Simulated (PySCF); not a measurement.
An unknown is described by computed data only.

Formula: C2H6O2SSi.

- Polarisability: 73.0 au [CAM-B3LYP/def2-SVPD]
- UV, first state: lowest singlet excitation: 6.27 eV (198 nm, f = 0.006) [TDDFT CAM-B3LYP/def2-SVPD]
- Dipole: 2.18 D [CAM-B3LYP/def2-SVPD]
- Valence photoelectron: vertical ionisation energy: 10.04 eV [ΔSCF CAM-B3LYP/def2-SVPD]
- Triplet: lowest triplet excitation (Tamm–Dancoff): 5.80 eV [TDA CAM-B3LYP/def2-SVPD]
- UV, strongest line: among the 10 lowest singlet transitions: S2 at 6.99 eV (177 nm, f = 0.047) [TDDFT CAM-B3LYP/def2-SVPD]
- Rotational structure: rotational constants A, B, C: 5.086, 1.612, 1.445 GHz [PBE0-D3(BJ)/def2-SVP]
- NMR, other nuclei: isotropic shieldings of nuclei other than C and H, by class: 265 (2 O), 344 (1 Si), 671 (1 S) ppm [GIAO B97-2/pcSseg-2]
- 1H NMR: chemical shifts (computed TMS as zero) by class: 5.44 (1 H), 3.87 (2 H), 3.84 (2 H), 1.00 (1 H) ppm [GIAO B97-2/pcSseg-2]
- 13C NMR: chemical shifts (computed TMS as zero) by class: 68.4 (2 C) ppm [GIAO B97-2/pcSseg-2]

Electronic properties: PySCF, gas phase, density fitting. Levels stand in brackets. The structure is a single PBE0-D3(BJ)/def2-SVP conformer in the gas phase; no vibrational or solvent corrections. Each NMR value is the plain mean over a class of atoms that symmetry, rotation or inversion makes alike.

**Question.** What is the compound? Reason from the data.

**Answer.** Numbering: `[SH:1][SiH:2]1[O:3][CH2:4][CH2:5][O:6]1`. Its formula, C2H6O2SSi, gives 1 degree of unsaturation: 1 ring and 0 π bonds in the structure found. 2 carbons fall into 1 class: ring sp3 carbon bound to oxygen [C4/C5] (68.4 ppm, 2 C). Hydrogen classes from least to most shielded: 1 H on an oxygen-bound silicon, Si2 (5.44 ppm), 2 H on 2 like atoms (sp3 carbon bound to oxygen), C4/C5 (3.87 ppm), 2 H on 2 like atoms (sp3 carbon bound to oxygen), C4/C5 (3.84 ppm), 1 H on a sulfur bonded to Si and H, S1 (1.00 ppm). The other shieldings belong to: 265 ppm, silyl ether oxygen [O3/O6]; 344 ppm, oxygen-bound silicon [Si2]; 671 ppm, sulfur bonded to Si and H [S1]. The first electron is taken from the HOMO, whose largest Löwdin shares are 0.70 on the sulfur bonded to Si and H, 0.09 on a silyl ether oxygen, 0.07 on the oxygen-bound silicon and 0.06 on the S–H hydrogen. The optimised geometry has point group C1 and is an asymmetric top. Structure: `S[SiH]1OCCO1`. The assignments are read from this structure; whether some other isomer fits the data as well wasn't checked.
